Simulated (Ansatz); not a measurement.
Molecule: sum formula HSO (charge 0, doublet). It need not be the lowest isomer of its formula. 
Structure (B3LYP-D3(BJ)/def2-TZVP (Ansatz, a first-principles code) minimum search):
SMILES: [S]O
```xyz
3

O     -0.0524     0.0068    -1.0363
S     -0.0259    -0.0170     0.6033
H      0.8344     0.2184    -1.3626
```
Charge 0, spin multiplicity 2.

Parts of the frozen-core correlation energy in cc-pV(D+d)Z (Ansatz, hartree). Frozen orbitals: 6; correlated occupied orbitals by spin: 7 and 6; virtual: 29 and 30. Open shells are spin-unrestricted. No spin-orbit coupling. Non-relativistic.

```json
[
 {"term": "reference (HF)", "value": "-472.93330"},
 {"term": "MP2 opposite-spin", "value": "___"},
 {"term": "MP2 same-spin", "value": "___"},
 {"term": "CCSD correlation", "value": "___"},
 {"term": "(T)", "value": "-0.00819"},
 {"term": "CCSDT minus CCSD(T)", "value": "-0.00068"},
 {"term": "T1 diagnostic", "value": "0.022"},
 {"term": "largest doubles amplitude", "value": "0.041"},
 {"term": "<S^2> of the reference", "value": "0.762"}
]
```

Fill in the missing entries.


- MP2 opposite-spin, value: -0.22231
- MP2 same-spin, value: -0.07808
- CCSD correlation, value: -0.32258
